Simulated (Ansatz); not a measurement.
H$_{4}$S$_{3}$Sn (`[SH][SnH]([SH])[SH]`), charge 0, multiplicity 1.

(1) Give a relaxed structure at PBE0-D4/def2-TZVP (the Gaussian-basis code of Ansatz). (Best estimate.)

Answers

(1) Ansatz gave: 
Z-matrix (Å, degrees):
```
Sn
S 1 2.398
S 1 2.399 2 108.8
S 1 2.399 2 108.3 3 -117.7
H 1 1.702 2 110.4 3 121.0
H 2 1.344 1 91.4 3 101.3
H 3 1.344 1 91.5 2 -18.2
H 4 1.344 1 91.4 2 104.7
```
Point group C3.
